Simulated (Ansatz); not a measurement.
Reaction (hydrogenolysis of a C–O bond): `C/[C]([AlH2])=C\O` + H₂ → `C=[C](C)[AlH2]` + H₂O

Isolated molecules relaxed with PBE0-D4/def2-TZVP in Ansatz; ΔE leaves out vibrations. CBS: MP2 limit from def2 TZ/QZ plus the TZ coupled-cluster correction, frozen cores. This one scheme is used for every species. Functionals use def2-TZVPP. B3LYP here is the variant with VWN-RPA as its local correlation; programs differ in this. HSE06 is defined as in plane-wave codes. One conformer a species, not always the lowest.

| level | ΔE (kJ/mol) | difference from CCSD(T)/CBS |
| --- | --- | --- |
| B3LYP-D4 | -54.1 | 11.3 |
| ωB97M-V | -56.2 | 9.2 |
| PBE0 | -54.8 | 10.6 |
| r2SCANh | -48.5 | 16.9 |
| HSE06 | -54.6 | 10.8 |
| CAM-B3LYP | -58.2 | 7.2 |
| LC-ωPBE | -57.4 | 8.0 |
| HF/def2-TZVPP | -78.1 | -12.7 |
| CCSD/def2-TZVPP | -68.0 | -2.6 |
| HF/CBS(def2) | -78.8 | -13.4 |
| CCSD(T)/CBS | -65.4 | 0 |

What do rigid-rotor, harmonic-oscillator terms from PBE0-D4/def2-TZVP frequencies (298.15 K, 1 bar) make of the CCSD(T)/CBS value? (An estimate is asked.)

Ansatz gave: ΔZPE = +14.5 kJ/mol, ΔH = -52.0 kJ/mol, ΔS = 35 J/(mol·K), ΔG = -62.6 kJ/mol.

Largest T1 diagnostic among the species: 0.012.

At CCSD(T), def2-SVP lies +17.7 kJ/mol from the extrapolated value and def2-TZVPP +3.2 kJ/mol. From BLYP to BHLYP (50 % exact exchange), in def2-TZVPP and without D4, ΔE moves by −12.6 kJ/mol. Leaving LDA and LC-ωPBE aside and taking each functional with its dispersion term where it has one, the values, not all of them listed here, spread over 21.4 kJ/mol, from BHLYP-D4 to revPBE-D4. LDA lies +14.6 kJ/mol from PBE without D4.

CCSD(T)/CBS has its own doubt, a few kJ/mol and more with outer-core shells, so smaller differences from it don't rank the levels.
